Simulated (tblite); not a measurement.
Q: What does the GFN2-xTB structure of `C=CC1=C[C@@H](CF)C1=C` look like in three dimensions?

A: 
```xyz
18
C8H9F angstrom
C      2.8365    0.2645    1.0281
C      2.1490   -0.5982    0.2869
C      0.8042   -0.4041   -0.1881
C     -0.0147   -1.1762   -0.9386
C     -1.1529   -0.1807   -0.9232
C     -2.4253   -0.6139   -0.2116
F     -3.1473   -1.4840   -0.9938
C     -0.2018    0.6690   -0.0771
C     -0.3265    1.8585    0.4795
H      3.8420    0.0544    1.3510
H      2.4201    1.2066    1.3379
H      2.5974   -1.5397   -0.0088
H      0.0674   -2.1450   -1.3929
H     -1.4073    0.2451   -1.8975
H     -2.1979   -1.1383    0.7224
H     -3.0771    0.2433   -0.0123
H      0.4592    2.3158    1.0545
H     -1.2340    2.4293    0.3720
```

Orientation and origin are arbitrary. Atoms count from 1 in this order. Of the pairs four or more bonds apart, H11···H17 is among the closest relative to their van der Waals radii: 2.27 Å, 95 % of the sum of Bondi's values. The C–C distances run from 1.319 Å (C8=C9, drawn double) to 1.531 Å (C5–C8, drawn single), a spread of 0.212 Å. The 4-membered ring C3–C4–C5–C8 has internal angles of 84.5° to 94.3° (sum 360°, against 360° for a flat polygon); it is planar, 0.00 Å rms from its mean plane, widest ring torsion 0°.

Bonds between heavy atoms (Å): C1=C2 1.329, C2–C3 1.439, C3=C4 1.353, C4–C5 1.512, C5–C6 1.521, C6–F7 1.375, C5–C8 1.531, C8=C9 1.319, C3–C8 1.475.

Structure optimised with GFN2-xTB, isolated species.

Point group: C1 (no symmetry element, even within 0.4 Å). Its GFN2-xTB frequencies are all real (lowest 39 cm⁻¹). One conformer, not necessarily the lowest (C1–C2–C3–C4 180°, C4–C5–C6–F7 -77°).

These are computed values.
